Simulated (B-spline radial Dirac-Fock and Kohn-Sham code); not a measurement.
**Mn¹⁸⁺: eigenvalues, ΔSCF and the reference**

System: Mn¹⁸⁺ in the configuration 1s2 2s2 2p3.

The density-functional columns are spherical, spin-unpolarised Dirac-Kohn-Sham results without Breit or QED terms: −ε is minus the orbital energy of the initial state and ΔSCF the difference of two total energies. The reference in the last column comes from Dirac-Fock energy differences between relaxed states, corrected for Breit and QED terms. All numbers are from an atomic code on a B-spline grid, in eV; a selection of levels is shown. The Kohn-Sham columns are given as differences from the reference.

```
    level  LDA −ε − DF  LDA ΔSCF − DF  Dirac-Fock
   K (1s)       -162.8          +15.1      7449.1
  L1 (2s)        -44.9           -1.9      1510.0
L2,3 (2p)        -49.1           +0.8      1427.4
```

Values without a named source are computed, but for edge energies of neutral atoms, which are taken from tables.
